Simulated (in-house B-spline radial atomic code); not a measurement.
**Ionising Zn⁴⁺ with different functionals**

Computed with a radial B-spline atomic code at the basis-set limit: non-relativistic Hamiltonian, point nucleus, spin-polarised at highest spin, spherical fractional occupations for the functionals, and exact exchange of hybrids averaged over the configuration. The ionisation energy is the difference of two self-consistent energies, [Ar] 3d8 → [Ar] 3d7, without Breit or QED terms; ε is the level of the shell that loses the electron (its least bound occupied spin orbital).

```json
{"method": "PBE0", "rung": "global hybrid", "ΔSCF (eV)": "84.00", "-ε(3d) (eV)": "75.89"}
{"method": "B3LYP", "rung": "global hybrid", "ΔSCF (eV)": "84.23", "-ε(3d) (eV)": "75.36"}
{"method": "TPSSh", "rung": "global hybrid", "ΔSCF (eV)": "84.01", "-ε(3d) (eV)": "73.63"}
{"method": "M06-2X", "rung": "global hybrid", "ΔSCF (eV)": "83.70", "-ε(3d) (eV)": "79.97"}
{"method": "BHandHLYP", "rung": "global hybrid", "ΔSCF (eV)": "83.64", "-ε(3d) (eV)": "79.34"}
{"method": "r2SCAN0", "rung": "global hybrid", "ΔSCF (eV)": "83.84", "-ε(3d) (eV)": "75.84"}
{"method": "B97-1", "rung": "global hybrid", "ΔSCF (eV)": "84.06", "-ε(3d) (eV)": "75.33"}
{"method": "HSE06", "rung": "range-separated hybrid", "ΔSCF (eV)": "83.97", "-ε(3d) (eV)": "75.43"}
{"method": "wB97X", "rung": "range-separated hybrid", "ΔSCF (eV)": "83.79", "-ε(3d) (eV)": "77.99"}
{"method": "CAM-B3LYP", "rung": "range-separated hybrid", "ΔSCF (eV)": "84.19", "-ε(3d) (eV)": "77.38"}
{"method": "LC-wPBE", "rung": "range-separated hybrid", "ΔSCF (eV)": "84.29", "-ε(3d) (eV)": "78.06"}
```

(1) Among the functionals, which spreads more, the ΔSCF values or the orbital energies?

(2) How do they compare with the NIST value?

Answers

(1) The orbital energies: ΔSCF values span about 0.65 eV and the orbital energies 6.34 eV; here energy differences depend much less on the functional than eigenvalues do.

(2) NIST lists 82.6 eV ± 0.9 (semi-empirical, ground level to ground level). Errors run from +1.04 to +1.69 eV; all lie within about twice that uncertainty, so the table can't rank the methods.
